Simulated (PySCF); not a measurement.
CrO₂Cl₂, SMILES [Cl][Cr](=[O])([Cl])=[O], multiplicity 1. Geometry optimised at PBE-D3(BJ)/def2-SVP. The multiplicity is an assumed one; other spin states were not compared. The isomer is the one that the SMILES or the coordinates give; other isomers of the formula were not compared.

Computed equilibrium geometry at PBE-D3(BJ)/def2-SVP (PySCF confirms it by a frequency run) as Cartesian coordinates in Å, and its point group:
point group C2v.
```xyz
5

Cr     0.0000     0.0000     0.3569
O      0.0000     1.2662     1.2624
O      0.0000    -1.2662     1.2624
Cl    -1.7573     0.0000    -0.8460
Cl     1.7573     0.0000    -0.8460
```
